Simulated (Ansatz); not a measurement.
A nudged elastic band was laid between two geometries of ClH3Sn + H4Si (10 atoms, charge 0, multiplicity 1).

Computed with Ansatz, RKS PBE-D4/def2-SVP.

| Quantity | Value |
| --- | --- |
| movable images | 7 |
| climbing image | yes |
| spring | 5.0 eV/Å² |
| optimiser | quadratic models (default) |
| start path | through a guess of the saddle point |
| force threshold | 0.03 eV/Å |
| iteration limit | 60 |
| end points | relaxed |

Initial state:

```xyz
10
Properties=species:S:1:pos:R:3
Sn -0.320 -0.640 -0.162
H -0.610 -1.027 1.492
H 1.354 -0.501 -0.544
Cl -1.271 1.519 -0.511
H -1.161 -1.687 -1.242
Si 1.358 2.975 1.432
H 2.494 3.575 2.219
H 1.672 3.077 -0.031
H 0.089 3.707 1.763
H 1.233 1.527 1.825
```

Final state:

```xyz
10
Properties=species:S:1:pos:R:3
Sn 0.243 0.512 -0.614
H -0.005 -0.057 2.883
H 1.412 -0.138 -1.712
Cl -1.479 1.437 -1.989
H -0.517 -0.767 0.270
Si 1.075 2.503 0.806
H 2.235 2.080 1.666
H 1.515 3.598 -0.124
H -0.046 2.992 1.676
H 0.403 0.366 3.379
```

(1) Which bonds break or form, and what moves?

(2) What energy profile does the band end with?

(3) What is the geometry of the highest image?

The band took 26 iterations and roughly 12 core-minutes.

Results:

(1) Bonds broken: Sn1–H2, Si6–H10. Bonds formed: Sn1–Si6, H2–H10. ClH3Sn + H4Si becomes ClH5SiSn + H2.

(2) The run converged. The highest image is number 4 of 0 to 8, 2.41 eV above the first end and 2.49 eV above the last; the last end lies 0.07 eV below the first. Beside the main top the profile has a ripple of under 15 meV (maxima at images 4, 7), which may be a very shallow well or noise. Neighbouring images differ by up to 2.4 eV, so the band resolves the path poorly. A vibrational analysis at the climbing image gives one clearly imaginary mode, 1407i cm⁻¹: a first-order saddle point. The orbitals stay closed-shell, which can raise the energy where a bond breaks towards radicals; this wasn't checked here.

```
image  path coordinate (Å)  energy (eV)  Sn1–H2 (Å)  Si6–H10 (Å)  Sn1–Si6 (Å)
    0                 0.00         0.00        1.72         1.51         4.29
    1                 1.49         0.00        1.72         1.50         4.47
    2                 2.98         0.01        1.72         1.50         4.56
    3                 4.46         0.46        1.73         1.50         3.75
    4                 5.95         2.41        1.98         1.85         2.92
    5                 7.31         0.04        2.79         2.82         2.59
    6                 8.67        -0.07        3.43         3.88         2.58
    7                10.04        -0.07        3.51         3.56         2.58
    8                11.40        -0.07        3.55         3.41         2.58
```

(3) 
```xyz
10
Properties=species:S:1:pos:R:3
Sn 0.027 0.089 -0.068
H 1.026 -0.572 1.514
H 1.240 -0.554 -1.091
Cl -0.895 1.835 -1.555
H -1.425 -0.515 0.607
Si 0.898 2.545 1.247
H 1.711 2.602 2.521
H 1.683 3.180 0.139
H -0.426 3.208 1.482
H 0.998 0.708 1.442
```

Time of the run: 6.4 min on 2 threads of Intel(R) Xeon(R) Platinum 8259CL CPU @ 2.50GHz (Skylake/Cascade Lake) (shared host), peak memory 0.17 GiB.
